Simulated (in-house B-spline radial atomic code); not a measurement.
How numerical settings move a run on Br+, [Ar] 3d10 4s2 4p4. Computed with an all-electron radial atomic-structure program (B-spline basis): scalar-relativistic (X2C) B97-1, spin-polarised, spherical fractional occupations, Fermi nucleus of rms radius 4.1629 fm.

Command:
```bash
python run_scf.py task.json out
```
Settings of the sound reference run:
```
Z                35
electrons        34
configuration    [Ar] 3d10 4s2 4p4
hamiltonian      x2c
method           b97_1
spin_polarised   True
nucleus          fermi
rms_radius       4.1629
mass_number      79
atomic_mass      78.91834
speed_of_light   137.036
knot_spacing     0.22
spline_order     8
gauss_points     12
box_radius       35.29
max_iterations   70
damping          0.5
damped_steps     3
diis_vectors     10
tolerance        1e-08
start            Thomas-Fermi
```

Run time, properties included: 0.32 s on 1 thread of Arm Neoverse V2, with other jobs on the host.

It converges in 10 iterations to -2605.704909 hartree, with 4p down at -16.0372 eV. The other runs change the listed settings, some to values that make no sense; their results aren't properties of the atom or ion. Radii are in bohr (the nuclear one in fm), a minus after a letter asks for a j subshell, and «unchanged» means within 1e-8 hartree. The run stops when the residual is below 10 × tolerance × max(1, Z/10), or a noise floor if that is larger, and the energy moves by less than 1e-8 × √|E| hartree; so very loose and very tight tolerances often act alike.

```tsv
changed settings	outcome
spline_order = 6	converged in 10 iterations, energy -3.20e-06 hartree from the reference, 4p down level +2.5e-06 eV
gauss_points = 16	converged in 10 iterations, energy +1.00e-07 hartree from the reference
electrons = 37, configuration = [Ar] 3d10 4s2 4p7, max_iterations = 100	stopped with error: shell 4p holds at most 3 electrons (per spin)
electrons = 35, configuration = [Ar] 3d10 4s2 4p4 1f1, max_iterations = 60	stopped with error: there is no 1f shell
gauss_points = 6	converged in 10 iterations, energy +1.25e-07 hartree from the reference
max_iterations = 2	not converged after 2 iterations, last residual 1.3e-01, last energy +4.36e-01 hartree from the reference
spline_order = 4	converged in 10 iterations, energy +9.74e-04 hartree from the reference, 4p down level -6.7e-05 eV
knot_spacing = 2, first_knot = 0.000286, max_iterations = 75, damped_steps = 0, start = bare nucleus	converged in 12 iterations, energy +2.09e+02 hartree from the reference, 4p down level -4.1e+00 eV (the program warns: 4p down reaches the box edge; 1s up reaches the box edge)
knot_spacing = 1.4, gauss_points = 6, max_iterations = 50, diis_vectors = 2, start = bare nucleus	converged in 12 iterations, energy +1.74e+02 hartree from the reference, 4p down level -2.4e+00 eV (the program warns: 4p down reaches the box edge; 1s up reaches the box edge)
spline_order = 10	converged in 10 iterations, energy +1.68e-06 hartree from the reference, 4p down level -8.2e-06 eV
spline_order = 7	converged in 10 iterations, energy +1.67e-06 hartree from the reference, 4p down level -1.2e-05 eV
spline_order = 5	converged in 10 iterations, energy +3.44e-05 hartree from the reference, 4p down level -1.0e-05 eV
gauss_points = 5	converged in 10 iterations, energy +3.46e-07 hartree from the reference, 4p down level +5.8e-07 eV
gauss_points = 8	converged in 10 iterations, energy +1.80e-08 hartree from the reference
gauss_points = 3	converged in 21 iterations, energy -4.02e+04 hartree from the reference, 4p down level +2.1e+00 eV
hamiltonian = dirac, method = hf, spin_polarised = False, speed_of_light = 17.4995	stopped with error: Z/c is past the critical charge
```

Task: What happens with max_iterations = 5?

Result: Not converged after 5 iterations, last residual 1.0e-03, last energy +4.22e-05 hartree from the reference.

Task: What happens with first_knot = 0.00857, max_iterations = 75, tolerance = 0.01, start = bare nucleus?

Result: Converged in 10 iterations, energy -4.92e-04 hartree from the reference, 4p down level +4.3e-05 eV.

Task: What happens with spline_order = 3?

Result: Converged in 10 iterations, energy +6.12e-02 hartree from the reference, 4p down level -1.7e-03 eV.

Task: What happens with first_knot = 0.00857, max_iterations = 75, damping = 0.2?

Result: Converged in 10 iterations, energy -4.92e-04 hartree from the reference, 4p down level +3.5e-06 eV.
